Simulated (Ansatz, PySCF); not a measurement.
Gas-phase reaction in SMILES: FB(Cl)Cl → F[B]Cl + Cl atom (the B-Cl bond at the site shown breaks; other sites are not compared here)
Geometries: B3LYP-D3(BJ)/def2-TZVP minima from Ansatz (an electronic-structure program). Frequencies are from Ansatz.

Wanted: bond dissociation energy (enthalpy at 298 K, with B3LYP-D3(BJ) rigid-rotor harmonic-oscillator terms), in kJ/mol. Valence correlation only, unless marked. UHF or UKS for open shells. No spin-orbit coupling. No relativistic terms. Basis-set limits of correlation are two-point, X^-3; Hartree-Fock from the larger set.

CCSD(T)/CBS(cc-pV(T+d)Z,cc-pV(Q+d)Z) (Ansatz) gives 509.3 kJ/mol.

**Question.** Another calculation gave 497.5 kJ/mol. Which level was it?
A. HSE06/def2-TZVPD (Ansatz)
B. HF/def2-TZVPD (PySCF)
C. TPSSh/def2-TZVPD (PySCF)
D. BLYP/def2-TZVPD (Ansatz)

**Answer.** A, HSE06/def2-TZVPD (Ansatz). The others give 471.9 (BLYP), 483.6 (TPSSh), 376.0 (HF) kJ/mol.
